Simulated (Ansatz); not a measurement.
`C[SiH2][Te]C` + `O[Si](Cl)(Cl)Cl` → `CO[Si](Cl)(Cl)Cl` + `C[SiH2][TeH]`  (substitution at a C–Te bond)

Gas-phase electronic energies from Ansatz, PBE0-D4/def2-TZVP geometries. CCSD(T)/CBS adds triple-zeta CCSD(T) − MP2 to the extrapolated MP2 energy (def2 sets, frozen cores). Functionals use def2-TZVPP. Elements past krypton have def2 core potentials. For Te outer-core shells are correlated without core-valence functions, which leaves a few kJ/mol of doubt a bond. One conformer a species, not always the lowest.

`C[SiH2][Te]C`:

Z-matrix (Å, degrees):
```
C
Si 1 1.870
H 1 1.092 2 110.8
H 1 1.094 2 110.4 3 119.6
H 1 1.092 2 110.6 3 -120.0
Te 2 2.489 1 112.8 3 60.2
H 2 1.489 1 109.6 3 -61.5
H 2 1.487 1 111.2 3 178.0
C 6 2.152 2 94.3 1 -64.2
H 9 1.087 6 110.0 2 65.9
H 9 1.088 6 106.7 2 -175.1
H 9 1.088 6 109.6 2 -56.4
```

`O[Si](Cl)(Cl)Cl`:

```xyz
6

O    -1.072   -0.628    0.528
Si    0.302    0.033   -0.010
Cl    0.526   -0.254   -2.008
Cl    0.343    2.033    0.339
Cl    1.804   -0.870    0.987
H    -1.903   -0.314    0.163
```

`CO[Si](Cl)(Cl)Cl`:

Cartesian coordinates in Å:
```
C -1.371 -0.299 -0.305
O -0.210 -0.605 0.448
Si 1.203 0.158 0.360
Cl 1.971 0.046 -1.518
Cl 2.450 -0.736 1.669
Cl 0.996 2.125 0.831
H -2.147 -1.005 -0.013
H -1.178 -0.401 -1.376
H -1.714 0.718 -0.095
```

`C[SiH2][TeH]`:

Z-matrix (Å, degrees):
```
C
Si 1 1.867
H 1 1.091 2 110.6
H 1 1.094 2 110.3 3 120.3
H 1 1.092 2 110.6 3 -119.9
Te 2 2.500 1 112.6 3 58.0
H 2 1.486 1 110.5 3 -178.9
H 2 1.487 1 111.4 3 -57.8
H 6 1.658 2 91.7 1 64.0
```

| level | ΔE (eV) |
| --- | --- |
| CAM-B3LYP-D4 | 0.44 |
| ωB97M-V | 0.50 |
| BLYP | 0.49 |
| CCSD/CBS(def2) | 0.56 |

Problem. What does CCSD(T)/CBS give? (Estimate.)

Solution. Ansatz gave: +0.59 eV. The listed levels differ from it by -0.15, -0.09, -0.10, -0.03 eV.

Largest T1 diagnostic among the species: 0.010.

From BLYP to BHLYP (50 % exact exchange), in def2-TZVPP and without D4, ΔE moves by −0.04 eV. In def2-TZVPP, CCSD(T) changes the Hartree–Fock value by +0.16 eV (the triples alone add +0.03 eV) and MP2 by +0.25 eV. At CCSD(T), def2-SVP lies −0.31 eV from the extrapolated value and def2-TZVPP −0.06 eV.

CCSD(T)/CBS has its own doubt, a few kJ/mol and more with outer-core shells, so smaller differences from it don't rank the levels.
